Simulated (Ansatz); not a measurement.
`C[N]=[Mo]([F])([F])([F])[Cl]`. The species carries charge 0 and has multiplicity 1. Mo takes the def2 core potential.

```xyz
10

C     1.026    0.485   -1.341
N     0.157    0.075   -0.306
Mo   -0.828   -0.390    0.962
F    -2.359   -1.086    0.175
F    -1.851    1.121    1.288
F    -0.346   -2.155    1.257
Cl    0.437    0.174    2.784
H     1.286   -0.373   -1.968
H     1.938    0.899   -0.900
H     0.540    1.250   -1.951
```

(1) List the harmonic frequencies (cm⁻¹, unscaled) at PBE0-D4/def2-TZVP in Ansatz. (An estimate is asked.)

(2) Is this a minimum?

(3) Give the ideal-gas thermochemistry at 298.15 K and 1 bar (rigid rotor, harmonic oscillator; point group Cs, symmetry number 1).

Answers

(1) Ansatz gave: 48, 80, 103, 114, 183, 215, 241, 307, 348, 360, 395, 622, 670, 695, 703, 1087, 1094, 1389, 1451, 1455, 1460, 3036, 3118, 3125.

(2) Yes, all 24 modes are real.

(3) Zero-point energy 133.4 kJ/mol; H(298) − E = 160.9 kJ/mol; entropy 414.1 J/(mol·K), of which translation 176.0, rotation 122.3, vibration 115.9; G(298) − E = 37.4 kJ/mol. Modes under 100 cm⁻¹ are hindered rotations or soft bends, so the harmonic entropy is rough.
